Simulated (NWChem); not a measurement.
Molecule: GaI₂F; SMILES [F][Ga]([I])[I]

```xyz
4

Ga     0.0000     0.0000     0.7100
F      0.0000     0.0000     2.4550
I     -2.1847     0.0000    -0.4165
I      2.1847     0.0000    -0.4165
```
Atoms are numbered in this order, from 1.

Level: PBE0/def2-SVP with def2 effective core potentials on I (NWChem), optimised geometry, unscaled harmonic frequencies. def2 effective core potentials on I; no spin-orbit coupling.

List the harmonic frequencies with IR intensities, and the thermochemistry.


```json
[
 {"frequency (cm⁻¹)": "66", "IR intensity (km/mol)": "0.5"},
 {"frequency (cm⁻¹)": "129", "IR intensity (km/mol)": "11.4"},
 {"frequency (cm⁻¹)": "149", "IR intensity (km/mol)": "17.6"},
 {"frequency (cm⁻¹)": "207", "IR intensity (km/mol)": "2.5"},
 {"frequency (cm⁻¹)": "313", "IR intensity (km/mol)": "87.4"},
 {"frequency (cm⁻¹)": "715", "IR intensity (km/mol)": "75.6"}
]
```

- zero-point energy = 2.3 kcal/mol
- thermal correction to the enthalpy at 298.15 K (with zero-point energy) = 6.6 kcal/mol
- heat capacity Cv = 16.0 cal/(mol K)
- entropy at 298.15 K and 1 atm (symmetry number 2) = 86.7 cal/(mol K)

Rigid rotor and harmonic oscillator; modes under 100 cm⁻¹ make the entropy uncertain.
